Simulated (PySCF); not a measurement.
Species: adiponitrile, C6H8N2.
Numbering: `[N:1]#[C:2][CH2:3][CH2:4][CH2:5][CH2:6][C:7]#[N:8]` (hydrogens: H9, H10 on C3; H11, H12 on C4; H13, H14 on C5; H15, H16 on C6)

The same species was optimised twice, with GFN2-xTB and with PBE0-D3(BJ)/def2-SVP (PySCF), and the same property calculations (PySCF, gas phase) were run on both structures.

```json
{"coordinate": "C2–C3 (Å)", "GFN2-xTB": "1.441", "PBE0-D3(BJ)/def2-SVP": "1.459", "change": "+0.018"}
{"coordinate": "C6–C7 (Å)", "GFN2-xTB": "1.441", "PBE0-D3(BJ)/def2-SVP": "1.459", "change": "+0.018"}
{"coordinate": "C7≡N8 (Å)", "GFN2-xTB": "1.143", "PBE0-D3(BJ)/def2-SVP": "1.157", "change": "+0.014"}
{"coordinate": "N1≡C2 (Å)", "GFN2-xTB": "1.143", "PBE0-D3(BJ)/def2-SVP": "1.157", "change": "+0.014"}
{"coordinate": "C4–C5 (Å)", "GFN2-xTB": "1.528", "PBE0-D3(BJ)/def2-SVP": "1.521", "change": "-0.007"}
{"coordinate": "C5–C6 (Å)", "GFN2-xTB": "1.534", "PBE0-D3(BJ)/def2-SVP": "1.530", "change": "-0.004"}
{"coordinate": "C3–C4 (Å)", "GFN2-xTB": "1.534", "PBE0-D3(BJ)/def2-SVP": "1.530", "change": "-0.004"}
{"coordinate": "C2–C3–C4 (°)", "GFN2-xTB": "110.9", "PBE0-D3(BJ)/def2-SVP": "112.7", "change": "+1.8"}
{"coordinate": "C5–C6–C7 (°)", "GFN2-xTB": "111.0", "PBE0-D3(BJ)/def2-SVP": "112.7", "change": "+1.7"}
{"coordinate": "C4–C5–C6 (°)", "GFN2-xTB": "111.5", "PBE0-D3(BJ)/def2-SVP": "113.2", "change": "+1.7"}
{"coordinate": "C3–C4–C5 (°)", "GFN2-xTB": "111.6", "PBE0-D3(BJ)/def2-SVP": "113.2", "change": "+1.6"}
{"coordinate": "C6–C7–N8 (°)", "GFN2-xTB": "178.7", "PBE0-D3(BJ)/def2-SVP": "177.9", "change": "-0.8"}
{"coordinate": "N1–C2–C3 (°)", "GFN2-xTB": "178.7", "PBE0-D3(BJ)/def2-SVP": "177.9", "change": "-0.8"}
{"coordinate": "C2–C3–C4–C5 (°)", "GFN2-xTB": "-63", "PBE0-D3(BJ)/def2-SVP": "-61", "change": "+2"}
{"coordinate": "C3–C4–C5–C6 (°)", "GFN2-xTB": "180", "PBE0-D3(BJ)/def2-SVP": "180", "change": "0"}
{"coordinate": "C4–C5–C6–C7 (°)", "GFN2-xTB": "63", "PBE0-D3(BJ)/def2-SVP": "61", "change": "-2"}
```

Rotational constants: A = 6256, B = 872.4, C = 795.3 MHz (GFN2-xTB) against A = 6235, B = 846.9, C = 772.5 MHz (PBE0-D3(BJ)/def2-SVP). Point groups within 0.08 Å: Ci and Ci.

On the GFN2-xTB structure: isotropic polarisability (au) 76.7 [B3LYP/def2-SVPD]; HOMO (eV) -9.32 [B3LYP/def2-SVPD]; LUMO (eV) -0.26 [B3LYP/def2-SVPD]; HOMO (eV) -9.54 [PBE0/pcSseg-1]; LUMO (eV) 0.29 [PBE0/pcSseg-1]; GIAO shielding of N1/N8 (mean) (ppm) -33.6 [PBE0/pcSseg-1]; GIAO shielding of C2/C7 (mean) (ppm) 62.9 [PBE0/pcSseg-1]; GIAO shielding of C3/C6 (mean) (ppm) 168.9 [PBE0/pcSseg-1]; GIAO shielding of C4/C5 (mean) (ppm) 157.3 [PBE0/pcSseg-1].

Problem. What do these properties become on the PBE0-D3(BJ)/def2-SVP structure?

Solution. 
| property | level | on GFN2-xTB | on PBE0-D3(BJ)/def2-SVP | change |
| --- | --- | --- | --- | --- |
| isotropic polarisability (au) | B3LYP/def2-SVPD | 76.7 | 78.0 | +1.3 |
| HOMO (eV) | B3LYP/def2-SVPD | -9.32 | -9.29 | +0.03 |
| LUMO (eV) | B3LYP/def2-SVPD | -0.26 | -0.33 | -0.07 |
| energy, GFN2-xTB geometry as zero (kcal/mol) | B3LYP/def2-SVPD | 0.0 | -1.8 | -1.8 |
| HOMO (eV) | PBE0/pcSseg-1 | -9.54 | -9.51 | +0.03 |
| LUMO (eV) | PBE0/pcSseg-1 | 0.29 | 0.20 | -0.09 |
| energy, GFN2-xTB geometry as zero (kcal/mol) | PBE0/pcSseg-1 | 0.0 | -0.9 | -0.9 |
| GIAO shielding of N1/N8 (mean) (ppm) | PBE0/pcSseg-1 | -33.6 | -41.6 | -8.0 |
| GIAO shielding of C2/C7 (mean) (ppm) | PBE0/pcSseg-1 | 62.9 | 60.5 | -2.4 |
| GIAO shielding of C3/C6 (mean) (ppm) | PBE0/pcSseg-1 | 168.9 | 166.2 | -2.7 |
| GIAO shielding of C4/C5 (mean) (ppm) | PBE0/pcSseg-1 | 157.3 | 157.5 | +0.2 |

The heavy atoms differ by 0.039 Å rms after alignment. Among bonds between heavy atoms C2–C3 and C6–C7 change most and about equally (+0.018 Å). Changes are differences of the printed values. Neither structure is proved a minimum here.

The values belong to the conformer `[N:1]#[C:2][CH2:3][CH2:4][CH2:5][CH2:6][C:7]#[N:8]`: C2–C3–C4–C5 -61°, C3–C4–C5–C6 180°, C4–C5–C6–C7 61°.
